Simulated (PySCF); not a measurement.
# Simulated absorption spectrum

Species: Ta(NH)Cl3 (singlet state).
Bonds: Ta1–N2, Ta1–Cl4, Ta1–Cl5, Ta1–Cl6. Hydrogens: H3 on N2.

Theory: TDDFT PBE0/def2-SVPD, vertical, gas phase, core orbitals frozen in the response, def2 core potentials past Kr (PySCF 2.14.0, density-fitted response routines). Isolated species at its PBE0-D3(BJ)/def2-SVP geometry, gas phase. Spin–orbit coupling is left out.

Each state is given a Gaussian of 0.5 eV full width at half maximum, with ε(max) = 2.175×10⁸ f / Δν̃ (Δν̃ the width in cm⁻¹). The width is an assumption, not a result. The curve ends short of the highest state used, and states not computed would add to its high-energy end.

λ (nm), ε (L mol⁻¹ cm⁻¹) and a bar:
```
    226.0        357 #############
    227.9        240 #########
    229.7        161 ######
    231.6        107 ####
    233.4         77 ###
    235.3         65 ##
    237.2         69 ##
    239.0         87 ###
    240.9        119 ####
    242.8        165 ######
    244.6        221 ########
    246.5        291 ##########
    248.3        367 #############
    250.2        453 ################
    252.1        542 ###################
    253.9        622 ######################
    255.8        699 #########################
    257.6        759 ###########################
    259.5        806 #############################
    261.4        832 ##############################
    263.2        838 ##############################
    265.1        823 #############################
    266.9        792 ############################
    268.8        744 ###########################
    270.7        683 ########################
    272.5        618 ######################
    274.4        545 ####################
    276.2        476 #################
    278.1        405 ##############
    280.0        338 ############
    281.8        280 ##########
    283.7        227 ########
    285.6        181 ######
    287.4        143 #####
    289.3        111 ####
    291.1         86 ###
    293.0         65 ##
    294.9         48 ##
    296.7         36 #
    298.6         26 #
    300.4         19 #
    302.3         14 
    304.2         10 
    306.0          7 
    307.9          5 
    309.7          3 
    311.6          2 
    313.5          2 
    315.3          1 
    317.2          1 
    319.1          0 
    320.9          0 
    322.8          0 
    324.6          0 
    326.5          0 
    328.4          0
```

Q: Locate the maxima and give the states behind the curve.

A: 263 nm (4.72 eV), ε about 840, made up of S2 (22%), S3 (20%) and S4 (58%) (ε in L mol⁻¹ cm⁻¹; maxima over ε = 5, shares over 10%). At its high-energy end, 5.49 eV, the curve is still rising (ε about 370, from S5 and S6). The states used: S1 4.53 eV (f 0.0000); S2 4.68 eV (f 0.0034); S3 4.68 eV (f 0.0031); S4 4.74 eV (f 0.0092); S5 5.86 eV (f 0.016); S6 5.87 eV (f 0.015); S7 6.02 eV (f 0.0001); S8 6.08 eV (f 0.0001); S9 6.09 eV (f 0.0000).

Q: What would ε be at 4.72 eV, the highest of these maxima, with half the width (0.25 eV)?

A: About 1620 L mol⁻¹ cm⁻¹ against 838, a factor of about 1.9; a lone state at its own centre would give exactly 2.

Q: On this curve, what absorbance would a 10⁻⁵ mol/L sample give at 266 nm over a 1 cm path?

A: 266 nm is 4.661 eV, where ε is about 810 L mol⁻¹ cm⁻¹, so A = ε c l ≈ 0.0081 (Beer–Lambert, with the gas-phase spectrum and the assumed width).

Q: Coming from long wavelengths, where does ε first pass 100 L mol⁻¹ cm⁻¹?

A: At about 290 nm (4.28 eV), 0.25 eV below S1.
